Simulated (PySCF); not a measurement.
## C8H9F2: g tensor and hyperfine couplings

Species: C₈H₉F₂ (doublet state).
Cartesian coordinates in Å at the PBE0-D3(BJ)/def2-SVP level; atoms count from 1:
```
atom  x, y, z in Å
F1     2.8511   -0.8520   -0.3421
C2     1.8909    0.0327   -0.7064
F3     2.4996    1.2199   -0.9462
C4     0.8814    0.1792    0.4005
C5     0.0987   -1.1230    0.7112
C6    -1.3959   -0.6627    0.6082
C7    -1.2611    0.7451    1.1267
C8    -0.2617    1.2167    0.1028
C9    -0.9503    0.7454   -1.1664
C10   -1.6260   -0.3730   -0.8639
H11    1.4428   -0.3214   -1.6515
H12    1.4454    0.5137    1.2860
H13    0.3319   -1.4916    1.7204
H14    0.3253   -1.9376    0.0055
H15   -2.1123   -1.3353    1.0964
H16   -1.2717    1.0379    2.1808
H17    0.0716    2.2608    0.1291
H18   -0.8206    1.1944   -2.1529
H19   -2.1588   -1.0309   -1.5533
```

The hyperfine couplings belong to this conformer and change with its torsions.

Identity: `FC(F)[C@@H]1C[C@H]2[CH][C@@H]1C=C2` [radical].

Computed with UKS B3LYP, IGLO-III on C F, pcH-1 on H, non-relativistic, mean-field spin-orbit, GIAO (PySCF). One conformer (not necessarily the lowest) at the PBE0-D3(BJ)/def2-SVP geometry, without solvent, vibrations or thermal averaging. The SCF solution wasn't tested for stability.

| Property | Result |
| --- | --- |
| g1, g2, g3 | 2.00207, 2.00239, 2.00262 |
| g_iso | 2.00236 |
| Form of g | rhombic: the two nearest values differ by 42 % of g3 − g1 |
| ⟨S²⟩ | 0.7536 (exact 0.7500) |
| α and β electrons | 38, 37 |
| Total energy | -510.05408 Eh |

Isotropic coupling and dipolar principal values T1 to T3, in MHz:

```json
{"atom": "F1", "isotope": "19F", "a_iso": "29.2", "T1": "-11.6", "T2": "-10.7", "T3": "22.3", "Mulliken spin population": "0.00"}
{"atom": "C2", "isotope": "13C", "a_iso": "13.3", "T1": "-1.3", "T2": "-1.2", "T3": "2.5", "Mulliken spin population": "0.01"}
{"atom": "F3", "isotope": "19F", "a_iso": "-1.1", "T1": "-1.2", "T2": "0.5", "T3": "0.6", "Mulliken spin population": "0.00"}
{"atom": "C4", "isotope": "13C", "a_iso": "50.4", "T1": "-3.9", "T2": "-3.4", "T3": "7.3", "Mulliken spin population": "0.03"}
{"atom": "C5", "isotope": "13C", "a_iso": "50.9", "T1": "-4.3", "T2": "-3.6", "T3": "7.9", "Mulliken spin population": "0.03"}
{"atom": "C6", "isotope": "13C", "a_iso": "-16.7", "T1": "-1.9", "T2": "-1.1", "T3": "3.0", "Mulliken spin population": "-0.06"}
{"atom": "C7", "isotope": "13C", "a_iso": "191.5", "T1": "-78.3", "T2": "-76.3", "T3": "154.6", "Mulliken spin population": "1.03"}
{"atom": "C8", "isotope": "13C", "a_iso": "-15.2", "T1": "-1.7", "T2": "-1.2", "T3": "2.9", "Mulliken spin population": "-0.06"}
{"atom": "C9", "isotope": "13C", "a_iso": "22.5", "T1": "-3.2", "T2": "-2.1", "T3": "5.3", "Mulliken spin population": "0.02"}
{"atom": "C10", "isotope": "13C", "a_iso": "21.6", "T1": "-3.3", "T2": "-2.0", "T3": "5.3", "Mulliken spin population": "0.01"}
{"atom": "H11", "isotope": "1H", "a_iso": "-0.3", "T1": "-1.5", "T2": "-0.9", "T3": "2.4", "Mulliken spin population": "0.00"}
{"atom": "H12", "isotope": "1H", "a_iso": "0.4", "T1": "-4.4", "T2": "-2.5", "T3": "6.8", "Mulliken spin population": "0.00"}
{"atom": "H13", "isotope": "1H", "a_iso": "-1.2", "T1": "-4.1", "T2": "-2.6", "T3": "6.6", "Mulliken spin population": "0.00"}
{"atom": "H14", "isotope": "1H", "a_iso": "21.2", "T1": "-3.0", "T2": "-1.4", "T3": "4.3", "Mulliken spin population": "0.01"}
{"atom": "H15", "isotope": "1H", "a_iso": "4.9", "T1": "-5.0", "T2": "-3.6", "T3": "8.6", "Mulliken spin population": "0.00"}
{"atom": "H16", "isotope": "1H", "a_iso": "-32.2", "T1": "-36.5", "T2": "-1.7", "T3": "38.2", "Mulliken spin population": "-0.03"}
{"atom": "H17", "isotope": "1H", "a_iso": "5.1", "T1": "-5.1", "T2": "-3.6", "T3": "8.6", "Mulliken spin population": "0.00"}
{"atom": "H18", "isotope": "1H", "a_iso": "-2.1", "T1": "-2.7", "T2": "-1.8", "T3": "4.5", "Mulliken spin population": "0.00"}
{"atom": "H19", "isotope": "1H", "a_iso": "-1.7", "T1": "-2.6", "T2": "-1.8", "T3": "4.4", "Mulliken spin population": "0.00"}
```

The largest Mulliken spin population is on C7 (+1.03). The angles at C7 add up to 347.6°, so it is slightly pyramidal.

Under fast tumbling the dipolar parts average out, and these isotropic splittings remain (the largest six): 1 × 1H (H16, I = 1/2, 2 lines) with 1.15 mT, 1 × 19F (F1, I = 1/2, 2 lines) with 1.04 mT, 1 × 1H (H14, I = 1/2, 2 lines) with 0.76 mT, 1 × 1H (H17, I = 1/2, 2 lines) with 0.18 mT, 1 × 1H (H15, I = 1/2, 2 lines) with 0.18 mT and 1 × 1H (H18, I = 1/2, 2 lines) with 0.08 mT.

The 13C coupling of C7 (191.5 MHz) shows only in satellite lines or after enrichment, since that isotope makes up about 1.07 % of natural carbon.

The run took 4.6 min of wall time on one thread of an x86-64 server (shared host).
